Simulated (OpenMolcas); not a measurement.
Rh3+ (d6) among equal point charges was computed by CASSCF with the d shell active (OpenMolcas, ANO-RCC-VDZP on the metal). Its lowest spin-free states, and all those of the highest spin:

| 2S+1 | Degeneracy | E (cm-1) |
| --- | --- | --- |
| 5 | 2 | 0.0 |
| 3 | 1 | 12225 |
| 3 | 2 | 16433 |
| 5 | 2 | 16969 |
| 3 | 2 | 17052 |
| 3 | 2 | 19799 |
| 3 | 2 | 19960 |
| 3 | 2 | 21473 |
| 5 | 1 | 22202 |
| 1 | 2 | 23364 |
| 1 | 1 | 23392 |
| 3 | 1 | 23987 |

Question: Is the site octahedral, tetrahedral or cube-like, axial, or of lower symmetry?

Answer: The states with 2S+1 = 5 have orbital degeneracies 2, 2, 1. There are pairs but no triples, so the site is axial: not cubic, but with a proper or improper axis of order three or more. The run had Rh3+ among 2 point charges of -2.5 e arranged as a linear pair (D∞h), 1.92 Å from the ion.

Without dynamic correlation the repulsion within the d shell is too large (B by tens of per cent), so at a given field states of lower spin stand too high. This shell can be high or low spin here, a state of another spin lies low, and with metal d orbitals alone active their balance is uncertain, so the ground spin may be wrong. Point charges give a weaker field than real ligands, and real ions of this kind are as a rule low spin; the high spin found here belongs to the model. Point charges carry no covalency, so the field is a model and not that of real ligands. No measured value stands beside these numbers.
